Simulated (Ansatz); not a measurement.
Cost and result for the atomization energy of `C=C[CH2][Ga]([F])[F]` (11 atoms, 10 bonds).

Z-matrix (Å, degrees):
```
C
C 1 1.494
Ga 1 1.949 2 117.0
H 1 1.097 2 111.0 3 -122.1
H 1 1.097 2 111.0 3 122.1
C 2 1.325 1 126.9 3 0.1
H 2 1.089 1 114.6 3 -179.9
F 3 1.749 1 128.2 2 -0.1
F 3 1.748 1 121.7 2 179.8
H 6 1.087 2 122.4 1 -0.0
H 6 1.084 2 120.7 1 180.0
```

The species carries charge 0 and has multiplicity 1. Correlated methods include outer-core shells of Ga, which these sets cover unevenly. Scalar relativity is left out up to krypton. The geometry is a stationary point of PBE0-D4/def2-TZVP. It is one conformer, not always the lowest. Program: Ansatz. All runs use 4 threads of an Arm Neoverse V2 on a shared host. Times are those of one run each, without the atoms' runs, and a repeat can differ threefold. Electronic energies, without spin–orbit coupling; frozen cores. CCSD(T)/CBS adds CCSD(T) − MP2 in def2-TZVPP to the MP2 limit, and its time is that of the two runs behind it. T1 = 0.013. With those shells the extrapolation isn't a true limit. B3LYP takes the VWN-RPA correlation (the form of Gaussian; ORCA's B3LYP/G). HSE06 is the plane-wave form, built on full-range PBE exchange.

CCSD(T)/CBS is a level of theory with its own doubt, some kJ/mol a heavy atom from the limit and from the frozen cores, so smaller differences don't rank the functionals.

| level | functions | wall time |
| --- | --- | --- |
| BLYP-D4/def2-TZVPP | 273 | 2.3 s |
| PBE0-D4/def2-TZVPP | 273 | 3.7 s |
| HSE06-D4/def2-TZVPP | 273 | 3.7 s |
| r2SCAN-D4/def2-TZVPP (with forces) | 273 | 5.5 s |
| B3LYP-D4/def2-TZVPP (with forces) | 273 | 5.5 s |
| r2SCANh-D4/def2-TZVPP | 273 | 6.5 s |
| PBE-QIDH/def2-TZVPP | 273 | 8.5 s |
| ωB97X-V/def2-TZVPP | 273 | 9 s |
| B97M-V/def2-TZVPP | 273 | 11 s |
| CCSD(T)/def2-SVP | 127 | 16 s |
| MP2/def2-QZVPP | 524 | 31 s |
| CCSD(T)/def2-TZVPP | 273 | 6.9 min |
| CCSD(T)/CBS(def2) | – | 7.4 min |

(1) What atomization energy does each give, and how far from CCSD(T)/CBS? (An estimate is asked.)

## Answers

(1) The calculation gave: 
```csv
level,atomization (kcal/mol),difference from CCSD(T)/CBS,per bond
BLYP-D4/def2-TZVPP,1038.3,-6.3,-0.6
PBE0-D4/def2-TZVPP,1044.1,-0.5,-0.1
HSE06-D4/def2-TZVPP,1044.9,0.3,0.0
r2SCAN-D4/def2-TZVPP (with forces),1046.8,2.2,0.2
B3LYP-D4/def2-TZVPP (with forces),1036.7,-7.9,-0.8
r2SCANh-D4/def2-TZVPP,1038.7,-5.9,-0.6
PBE-QIDH/def2-TZVPP,1040.7,-3.9,-0.4
ωB97X-V/def2-TZVPP,1043.2,-1.4,-0.1
B97M-V/def2-TZVPP,1042.0,-2.6,-0.3
CCSD(T)/def2-SVP,998.7,-45.9,-4.6
MP2/def2-QZVPP,1063.3,18.7,1.9
CCSD(T)/def2-TZVPP,1021.9,-22.7,-2.3
CCSD(T)/CBS(def2),1044.6,0.0,0.0
```

From PBE to PBE0 (25 % exact exchange), in def2-TZVPP and without D4, the atomization energy moves by −21.6 kcal/mol: exact exchange takes away binding that semilocal exchange gives to molecules. At CCSD(T), def2-SVP lies −45.9 kcal/mol from the extrapolated value and def2-TZVPP −22.7 kcal/mol: correlation converges slowly with the basis, and small sets miss more of it in the bonded molecule than in its fragments. The D4 term adds +8.7 kcal/mol with B3LYP and +4.6 kcal/mol with PBE0; it sums over pairs of atoms, weighted by their polarisabilities, and B3LYP, whose exchange is more repulsive, gets the larger term.
